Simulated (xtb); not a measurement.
SnHCl, SMILES [Cl][SnH] (connectivity only; charge and spin as stated), neutral, multiplicity 1. All values are semi-empirical tight-binding results from xtb (GFN2-xTB unless named), good for trends rather than for accurate numbers. Coordinates come from a GFN2-xTB optimisation.

For metal compounds this method's bond lengths and energies can be far off.

Computed properties:
point group as xtb finds it: Cs
orbital gap: 3.26 eV
zero-point energy: 2.8 kcal/mol
G − E(el) at 298.15 K (modified RRHO): -14.1 kcal/mol
